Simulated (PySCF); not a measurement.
SMILES c1(ccccc1OC)C#C (C9H8O), GFN2-xTB optimised geometry.

```
18

C     -2.31    -2.35     0.00
C     -1.70    -1.32     0.00
C     -0.99    -0.09     0.00
C     -1.68     1.12     0.00
C     -1.00     2.32     0.00
C      0.38     2.32     0.00
C      1.09     1.12     0.00
C      0.42    -0.09     0.00
O      1.01    -1.31     0.00
C      2.41    -1.38     0.00
H     -2.84    -3.25     0.01
H     -2.76     1.10     0.00
H     -1.54     3.25     0.00
H      0.93     3.25     0.00
H      2.17     1.15     0.00
H      2.84    -0.91     0.90
H      2.84    -0.92    -0.89
H      2.66    -2.44     0.01
```

Density from PySCF 2.14.0 with CAM-B3LYP/def2-SVP at that geometry.

Minimum of the electron density along straight lines between bonded atoms, close to the bond critical point (lines longer than 1.1 times the sum of covalent radii, or with two minima, are not listed):

```csv
bond,length / Å,ρ at the minimum / e bohr⁻³,∇²ρ there / e bohr⁻⁵,position (fraction from the first atom)
C1–C2,1.200,0.400,-1.04,0.48
C2–C3,1.415,0.290,-0.75,0.52
C3–C4,1.390,0.310,-0.79,0.51
C4–C5,1.383,0.315,-0.82,0.51
C5–C6,1.383,0.315,-0.82,0.50
C6–C7,1.386,0.312,-0.80,0.50
C3–C8,1.409,0.305,-0.78,0.49
C7–C8,1.388,0.313,-0.81,0.48
C8–O9,1.361,0.288,-0.35,0.34
O9–C10,1.405,0.257,-0.34,0.66
C1–H11,1.049,0.294,-1.23,0.66
C4–H12,1.080,0.285,-1.11,0.64
C5–H13,1.079,0.283,-1.09,0.63
C6–H14,1.080,0.284,-1.10,0.63
C7–H15,1.079,0.283,-1.08,0.63
C10–H16,1.095,0.280,-1.07,0.64
C10–H17,1.095,0.280,-1.07,0.64
C10–H18,1.089,0.285,-1.12,0.65
```
